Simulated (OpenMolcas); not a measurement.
C+, Si+, Ge+, Sn+, Pb+: ns² np down the group

* Program: OpenMolcas 26.06
* Method: SS-CASPT2, IPEA 0.25 Eh, imaginary shift 0.1 Eh
* Basis: ANO-R2
* Scalar Hamiltonian: X2C, finite nucleus
* Spin-orbit coupling: state interaction with AMFI integrals over the reference wave functions, term energies averaged over their components

Active space for each ion: 3 electrons in 8 orbitals (s p s p); closed shells correlated by CASPT2: C+ 1s; Si+ 2s 2p; Ge+ 3d; Sn+ 4d; Pb+ 5d.

Computed levels in cm-1 above ²P°_1/2:

| Level | C+ | Si+ | Ge+ | Sn+ | Pb+ |
| --- | --- | --- | --- | --- | --- |
| ²P°_3/2 | 57.8 | 239 | 1551 | 3700 | 12400 |
| weight of ²P° in the lowest level (%) | 100 | 100 | 100 | 100 | 100 |

Measured, with the error of the calculation in %. Measured levels: C+, Si+, Ge+, Sn+, Pb+ from NIST Handbook of Basic Atomic Spectroscopic Data.

| Level | C+ | Si+ | Ge+ | Sn+ | Pb+ |
| --- | --- | --- | --- | --- | --- |
| ²P°_3/2 | 63.4 (-8.8) | 287 (-16.9) | 1767 (-12.2) | 4251 (-12.9) | 14081 (-11.9) |

The fine-structure level ²P°_3/2 changes by a factor of 215 from C+ to Pb+.

Over all roots computed the reference weight is 0.88 to 0.98 in Si+, 0.89 to 0.96 in Ge+, 0.88 to 0.93 in Sn+, 0.86 to 0.93 in Pb+; the roots of lowest weight are the least certain, and an intruder state may touch them. The run also gave levels led by 2s² 3p, which use shells meant for correlation; these and all levels above them are left out (holds for C+). The run also gave levels led by 3s² 4p, which use shells meant for correlation; these and all levels above them are left out (holds for Si+). The run also gave levels led by 4s 4p 5s, 4s² 5p, which use shells meant for correlation; these and all levels above them are left out (holds for Ge+). The run also gave levels led by 5s 5p 6s, 5s² 6p, which use shells meant for correlation; these and all levels above them are left out (holds for Sn+). The run also gave levels led by 6s 6p 7s, 6s² 7p, 6s² 7s, which use shells meant for correlation; these and all levels above them are left out (holds for Pb+). Computed and measured levels are paired by configuration, term and J; levels that our copy of the source lacks, or whose pairing is in doubt (as where it misses far off the trend of its configuration), stay unpaired and out of the deviations. Only configurations of the active space appear.

° marks odd parity.
